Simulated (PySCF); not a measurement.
A series of substituents X on one scaffold: SiH2(OH)-X. Gas-phase values, no solvent. One relaxed conformer stands for each flexible species; it need not be the lowest. Strings in code marks are SMILES.

All values below come from PySCF with PBE0-D4/def2-TZVP. All candidates: neutral, multiplicity 1. Excitations are Tamm–Dancoff values on a coarser integration grid. The basis has no diffuse functions, so Rydberg states are missing or too high.

- T1 excitation (TDA) = 4.86 eV
- HOMO–LUMO gap = 7.72 eV
- S1 excitation (TDA) = 5.87 eV

### Question
Identify which member has these values.
(A) `CC(C)[SiH2]O` (C–C–Si–O torsion -179°, C–Si–O–H torsion -78°)
(B) `CS[SiH2]O` (C–S–Si–O torsion 152°, S–Si–O–H torsion -50°)
(C) `C#C[SiH2]O`
(D) `N#CC[SiH2]O`

### Answer
C, `C#C[SiH2]O`. The others give `CC(C)[SiH2]O` (C–C–Si–O torsion -179°, C–Si–O–H torsion -78°): 6.52 eV, 8.19 eV, 6.83 eV; `N#CC[SiH2]O`: 6.23 eV, 8.76 eV, 7.32 eV; `CS[SiH2]O` (C–S–Si–O torsion 152°, S–Si–O–H torsion -50°): 4.97 eV, 6.86 eV, 5.38 eV
